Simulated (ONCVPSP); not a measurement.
# Ranking ONCV potentials for Si

All share these settings but for the change named:

- Element: Si (Z = 14)
- Generator: ONCVPSP 4.0.1
- Type: optimised norm-conserving Vanderbilt (ONCV)
- Functional: PBE
- Relativity: scalar-relativistic
- Frozen core: [Ne]
- Valence charge: 4
- Reference configuration: 3s1.75 3p2.25
- Partial waves: 3s: rc 1.75 bohr, ncon 5, nbas 8, qcut 4.3 1/bohr, 1 projector; 3p: rc 2.25 bohr, ncon 4, nbas 9, qcut 2.9 1/bohr, 1 projector; d scattering state at 0.45 Ha: rc 1.75 bohr, ncon 4, nbas 9, qcut 6.5 1/bohr, 2 projectors, debl 1.8 Ha
- Local potential: polynomial inside 1.10 bohr (lpopt 5, dvloc0 6 Ha)
- Core correction: Teter function, fcfact 3, rcfact 1.65

Test errors are all-electron minus pseudo excitation energies from the reference, over 3s2 3p2; 3s2 3p1; 3s2 3p0; 3s1 3p2. None of these files shows a bound ghost.

The base gives 10.9 meV.

Of 7 variants that were run, those that failed, showed a ghost or another fault, or gave nearly equal values are left out.

(1) Rank these variants by their largest absolute test error, smallest first.
A. core correction Teter function, fcfact 3, rcfact 2.02
B. core correction Teter function, fcfact 3, rcfact 1.86
C. core correction Teter function, fcfact 3, rcfact 1.3
D. core correction Teter function, fcfact 3, rcfact 1.18

## Answers

(1) C (5.3 meV), D (6.2 meV), B (72.4 meV), A (149.9 meV).
